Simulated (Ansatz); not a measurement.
Input file for Ansatz (a quantum-chemistry and plane-wave program): R-BLYP/def2-TZVPPD on N2 (SMILES N#N). Files ending in .json are basis or fitting sets from the Basis Set Exchange.

Ansatz 0.2 input:
```yaml
crystal:
  periodic: [false, false, false]
  atoms:
    - {symbol: N, position_ang: [1.20011498, -0.04338340, 0.93901748]}
    - {symbol: N, position_ang: [0.82041372, 0.05478646, -0.07873401]}
basis:
  gaussian:
    orbitals: def2-TZVPPD.json
hamiltonian:
  xc: {name: BLYP}
scf: {lower_state_search: off}
```

Program output:

```
Functional definition: BLYP
[...]
these checks for a lower state are left out or cut short: stability, starts, cluster_reference, orbital_swaps, neighbouring_geometries, increment
integrals: 0.01 GiB planned
358 factors; their error is unknown
mean field: 0.12 GiB planned
mean field evaluation 1: about -2979.2343 eV, gradient 3.3e1 eV
mean field evaluation 2: about -2979.1366 eV, gradient 3.3e1 eV
mean field evaluation 4: about -2981.3242 eV, gradient 8.8e-2 eV
mean field evaluation 8: about -2981.3204 eV, gradient 8.5e-4 eV
mean field -2981.32043730 eV, -109.5615052593 hartree, gradient 1.5e-6 eV, S^2 0.000000; 0 other end points of the search recorded, 0 dependent functions left out
reference -2981.32062975 eV, -109.5615123315 hartree; 7, 7 occupied and 67, 67 virtual orbitals, 358 factors
Total energy: -2981.32062975 eV, -109.5615123315 hartree
Checks for a lower state left out: stability, starts, cluster_reference, orbital_swaps, neighbouring_geometries, increment
```

The run converged.

Cost: roughly 0.5 core-seconds.
